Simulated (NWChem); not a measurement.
Everything below was run with NWChem. System: morpholine (C4H9NO), charge 0, spin multiplicity 1, at a geometry optimised with PBE0/def2-SVP. Level: G0W0@CAM-B3LYP/def2-SVP, RI basis def2-svp-rifit.

The NWChem input:

```
start mol
memory heap 200 mb stack 700 mb global 1700 mb
geometry units angstroms nocenter noautoz
  C     -0.717199     0.183577     1.196504
  C      0.756926    -0.182768     1.162312
  O      1.374943     0.308187     0.000000
  C      0.756926    -0.182768    -1.162312
  C     -0.717199     0.183577    -1.196504
  N     -1.349892    -0.331659     0.000000
  H     -0.797595     1.290392     1.290710
  H     -1.187126    -0.261992     2.088271
  H      0.854057    -1.286951     1.211301
  H      1.290828     0.252277     2.020433
  H      0.854057    -1.286951    -1.211301
  H      1.290828     0.252277    -2.020433
  H     -1.187126    -0.261992    -2.088271
  H     -0.797595     1.290392    -1.290710
  H     -2.347349    -0.141050     0.000000
  symmetry group Cs
end
basis spherical
  * library def2-svp
end
basis "ri basis" bse spherical
  * library def2-svp-rifit
end
dft
  xc xcamb88 1.00 lyp 0.81 vwn_5 0.19 hfexch 1.00
  cam 0.33 cam_alpha 0.19 cam_beta 0.46
  direct
  iterations 100
  tolerances tight
end
task dft energy
gw
  states alpha occ 4 vir 2
end
task dft gw
```

Output (cleaned and shortened):

```
             Northwest Computational Chemistry Package (NWChem) 7.3.0
             --------------------------------------------------------

                                NWChem Input Module
                                -------------------

 Scaling coordinates for geometry "geometry" by  1.889725989
 (inverse scale =  0.529177249)

 Turning off AUTOSYM since
 SYMMETRY directive was detected!

                             Geometry "geometry" -> ""
                             -------------------------

 Output coordinates in angstroms (scale by  1.889725989 to convert to a.u.)

  No.       Tag          Charge          X              Y              Z
 ---- ---------------- ---------- -------------- -------------- --------------
    1 C                    6.0000    -0.71719900     0.18357700     1.19650400
    2 C                    6.0000     0.75692600    -0.18276800     1.16231200
    3 O                    8.0000     1.37494300     0.30818700     0.00000000
    4 C                    6.0000     0.75692600    -0.18276800    -1.16231200
    5 C                    6.0000    -0.71719900     0.18357700    -1.19650400
    6 N                    7.0000    -1.34989200    -0.33165900     0.00000000
    7 H                    1.0000    -0.79759500     1.29039200     1.29071000
    8 H                    1.0000    -1.18712600    -0.26199200     2.08827100
    9 H                    1.0000     0.85405700    -1.28695100     1.21130100
   10 H                    1.0000     1.29082800     0.25227700     2.02043300
   11 H                    1.0000     0.85405700    -1.28695100    -1.21130100
   12 H                    1.0000     1.29082800     0.25227700    -2.02043300
   13 H                    1.0000    -1.18712600    -0.26199200    -2.08827100
   14 H                    1.0000    -0.79759500     1.29039200    -1.29071000
   15 H                    1.0000    -2.34734900    -0.14105000     0.00000000

 Effective nuclear repulsion energy (a.u.)     264.5008128759

            Nuclear Dipole moment (a.u.)
            ----------------------------
        X                 Y               Z
[...]
     L   x y z        total         alpha         beta         nuclear
     -   - - -        -----         -----         ----         -------
     0   0 0 0      0.000000    -24.000000    -24.000000     48.000000

     1   1 0 0     -0.627683     -0.313844     -0.313844      0.000006
     1   0 1 0      0.034566      0.017290      0.017290     -0.000013
     1   0 0 1      0.000000      0.000000      0.000000     -0.000000

     2   2 0 0    -28.234523   -112.891367   -112.891367    197.548211
     2   1 1 0     -1.621481     -1.938389     -1.938389      2.255298
     2   1 0 1      0.000000      0.000000      0.000000      0.000000
     2   0 2 0    -29.432489    -31.254280    -31.254280     33.076070
     2   0 1 1      0.000000      0.000000      0.000000      0.000000
     2   0 0 2    -25.119845   -113.520173   -113.520173    201.920502

 Task  times  cpu:       52.8s     wall:       52.8s

                                NWChem Input Module
                                -------------------

                                 NWChem GW Module
                                 ----------------

                             ***********************
                             ***        GW       ***
                             ***********************

 Summary of "ri basis" -> "ri basis" (spherical)
 ------------------------------------------------------------------------------
       Tag                 Description            Shells   Functions and Types
 ---------------- ------------------------------  ------  ---------------------
 C                       def2-svp-rifit             16       48   6s5p4d1f
 O                       def2-svp-rifit             16       48   6s5p4d1f
 N                       def2-svp-rifit             16       48   6s5p4d1f
 H                       def2-svp-rifit              6       14   3s2p1d

  int_init: cando_txs set to always be  F
  int_init: cando_txs set to always be  F

                 Memory Information
                 ------------------
          Available GA per process is          1699.9 MBs
          Available stack per process is        700.0 MBs
          Available heap per process is           0.0 MBs

          Peak memory in Initialization
              Peak GA per process is                 12.0 MBs
              Peak stack per process is               0.2 MBs
              Peak heap per process is               12.4 MBs
              Memory not in MA per process            0.0 MBs

          Peak memory in AFF Calculation
              Peak GA per process is                 66.9 MBs
              Peak stack per process is              48.4 MBs
              Peak heap per process is                0.0 MBs
              Memory not in MA per process           48.4 MBs

          Computing 2-center integrals
          Computing Inverse Cholesky factor
          Computing 3-center integrals
          Computing V_xc ...

          Computing Sigma_x
          Computing RPA polarizability
          Solving quasiparticle equations

                  Alpha Orbitals
          State     Energy (eV)     Error (eV)
          -----------------------------------
@GW        21        -12.421           0.003
@GW        22        -10.842           0.002
@GW        23         -9.339           0.002
@GW        24         -8.458           0.002
@GW        25          3.932           0.003
@GW        26          4.804           0.003

   Applying  -0.7067 eV scissor-shift to rest of particle states

   Applying   1.2819 eV scissor-shift to rest of hole states

     GW Timing Statistics
   ------------------------
   Init.   :          0.0s
     ERIs  :          1.1s
     Distr.:          0.0s
     Vxc   :          4.7s
   Sigma_x :          0.0s
   RPA     :          3.0s
   Wmn     :          0.1s
   Sigma_c :          0.0s
   GW total:          9.0s

 Task  times  cpu:        9.0s     wall:        9.0s

 Total times  cpu:       61.7s     wall:       61.7s
```
